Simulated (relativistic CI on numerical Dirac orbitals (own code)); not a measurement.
## Slater and spin-orbit integrals, Rh XLI

Calculated at this level of theory: Dirac-Coulomb-Breit CI, orbitals from a KLI potential per configuration, model QED (radiative potential, 1s self-energy scaled to tabulated hydrogen-like ionisation energies), unscaled Slater integrals (own radial code, finite nucleus).

Slater integrals F^k, G^k are unscaled and averaged over j, outside the closed core 1s2; ζ comes from projecting the Hamiltonian with its Breit term on Σ l·s of the shell.

- 2s2 2p: ζ(2p) = 877800 cm⁻¹; <r>(2p) = 0.1148, <r^2>(2p) = 0.01594 (bohr units).
- 2s 2p2: F^2(2p,2p) = 829430, G^1(2s,2p) = 873000, ζ(2p) = 873220 cm⁻¹; <r>(2s) = 0.1336, <r^2>(2s) = 0.02097, <r>(2p) = 0.115, <r^2>(2p) = 0.01597 (bohr units).
- 2p3: F^2(2p,2p) = 827790, ζ(2p) = 868750 cm⁻¹; <r>(2p) = 0.1152, <r^2>(2p) = 0.01604 (bohr units).

Averages of the first 10 configurations, taken without configuration mixing, which lowers the lowest level and can move excited configurations by several eV; other configurations of the list can lie among them:

| Configuration | Parity | States | Average energy above the lowest level (eV) |
| --- | --- | --- | --- |
| 2s2 2p | odd | 6 | 113.7 |
| 2s 2p2 | even | 30 | 344.1 |
| 2p3 | odd | 20 | 610.2 |
| 2p2 3s | even | 30 | 3910.2 |
| 2p2 3p | odd | 90 | 3981.1 |
| 2p2 3d | even | 150 | 4039.6 |
| 2s2 3s | even | 2 | 3461.9 |
| 2s2 3p | odd | 6 | 3538.2 |
| 2s2 3d | even | 10 | 3596.9 |
| 2s 2p 3s | odd | 24 | 3668.0 |
